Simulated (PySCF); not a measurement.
Computed with r2SCAN-D4/def2-TZVP run with PySCF. Isolated molecules, 0 K electronic values unless said otherwise. One relaxed conformer stands for a flexible species; it need not be the lowest. 

Reference species (SMILES): `SB(Br)Br` (H–S–B–Br torsion 0°) (neutral, multiplicity 1).

```yaml
HOMO: -7.38 eV
LUMO: -2.24 eV
```

Changed species: `BrB(Br)Br` (0 of 3 Br replaced by SH; the reference has 1 of 3 Br replaced by SH).

Problem. Give the shifts of the HOMO and LUMO.

Solution. the HOMO stays essentially unchanged; the LUMO drops by 0.49 eV, to -2.73 eV.
